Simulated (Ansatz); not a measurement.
Reactions of ClGeH$_{5}$OSi, SMILES `[SiH3][O][GeH2][Cl]`.

Isolated molecules relaxed with PBE0-D4/def2-TZVP in Ansatz; ΔE leaves out vibrations. CBS: MP2 limit from def2 TZ/QZ plus the TZ coupled-cluster correction, frozen cores. This one scheme is used for every species, atoms too. For atomizations the MP2-based limit and the directly extrapolated one differ by several kJ/mol either way, and by 10 to 25 for some Ge, Se and Sn compounds, so smaller differences from it don't rank the levels. DFT in def2-TZVPP. No spin–orbit coupling; open shells (•) take unrestricted orbitals. Spin–orbit coupling would lower the free atoms: a little for Cl, O, Si; clearly for Ge. Bonds to Ge, Se are less sure, by a few kJ/mol each and by 10 to 20 or more in all where they break to atoms, as the def2 sets lack core-valence functions. Scalar relativity is left out up to krypton. One conformer a species, not always the lowest.

```
                                                            reaction  CCSD(T)/CBS(def2) (kJ/mol)
            `[SiH3][O][GeH2][Cl]` + H–F → `[F][GeH2][O][SiH3]` + HCl                           ?
        `[SiH3][O][GeH2][Cl]` + CH₃OH → `C[O][GeH2][Cl]` + `O[SiH3]`                          22
                      `[SiH3][O][GeH2][Cl]` → HCl + `[SiH3][O][GeH]`                         190
                    `[SiH3][O][GeH2][Cl]` → H₂ + `[SiH3][O][Ge][Cl]`                          52
                `[SiH3][O][GeH2][Cl]` → `[O][GeH2][Cl]`• + `[SiH3]`•                         555
           `[SiH3][O][GeH2][Cl]` + H₂O → `[OH][GeH2][O][SiH3]` + HCl                           ?
                     `[SiH3][O][GeH2][Cl]` → `[Cl][GeH]` + `O[SiH3]`                         162
        `[SiH3][O][GeH2][Cl]` + H₂Se → `[Cl][GeH2][SeH]` + `O[SiH3]`                          -6
                 `[SiH3][O][GeH2][Cl]` → Cl• + Ge• + 5 H• + O• + Si•                           ?
`[SiH3][O][GeH2][Cl]` + `O[SiH3]` → `[SiH3][O][GeH2][O][SiH3]` + HCl                          22
```

**Question.** Fill in the missing values. (Estimate.)

**Answer.** Ansatz gave: `[SiH3][O][GeH2][Cl]` + H–F → `[F][GeH2][O][SiH3]` + HCl: +12.4 kJ/mol; `[SiH3][O][GeH2][Cl]` + H₂O → `[OH][GeH2][O][SiH3]` + HCl: +41.4 kJ/mol; `[SiH3][O][GeH2][Cl]` → Cl• + Ge• + 5 H• + O• + Si•: +2803.8 kJ/mol.

Largest T1 diagnostic: 0.015, for `[SiH3]`•.
